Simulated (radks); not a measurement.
Effect of the nuclear size on neutral magnesium, [Ne] 3s2. Method: Dirac Kohn-Sham, relativistic LDA (MacDonald-Vosko exchange, VWN5 correlation), spin-unpolarised, spherical densities, finite nucleus; Fermi nuclear charge, rms radius 3.057 fm; computed with a radial shooting solver on a logarithmic mesh with Libxc functionals. The rms radius is varied about that value; shifts are against it.

| rms radius (fm) | total energy shift (eV) | density at nucleus (e/bohr^3) | 1s1/2 shift (meV) |
|---|---|---|---|
| 2.6626 | -0.000631 | 1148 | -0.261 |
| 2.8277 | -0.000377 | 1148 | -0.156 |
| 3.057 | 0 | 1147 | 0.000 |
| 3.2129 | 0.000273 | 1146 | 0.113 |
| 3.4177 | 0.000652 | 1145 | 0.270 |

Slopes of the eigenvalues against <r^2> in GHz/fm^2, as finite differences over the two radii next to the reference (eigenvalue slopes, not the field-shift constants of lines): 1s1/2 28.0.
